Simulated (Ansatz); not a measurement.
Z-matrix (Å, degrees):
```
C
Ta 1 2.142
H 1 1.096 2 109.2
H 1 1.097 2 110.1 3 -118.9
H 1 1.093 2 112.6 3 119.8
N 2 1.950 1 105.4 3 -178.9
S 2 2.154 1 105.6 3 -65.6
Cl 2 2.304 1 107.7 3 58.2
H 6 1.009 2 126.4 1 110.9
H 6 1.013 2 123.0 1 -73.1
```

The species carries charge 0 and has multiplicity 1. Ta takes the def2 core potential.

(1) List the PBE0/def2-TZVPP orbital energies in eV (the Gaussian-basis code of Ansatz). (Best estimate.)

## Answers

(1) The calculation gave: Occupied: -2767.47, -2421.54, -391.84, -277.83, -259.33, -216.91, -197.55, -197.51, -197.49, -160.66, -160.65, -160.64, -75.84, -41.56, -41.46, -41.27, -24.05, -22.71, -19.26, -18.21, -14.53, -12.24, -11.59, -11.53, -10.96, -9.96, -9.85, -8.96, -8.67, -8.43, -7.68, -7.57. Lowest empty: -1.95, -1.34, -1.03, -0.38, -0.04, 0.01, 1.51, 2.25.
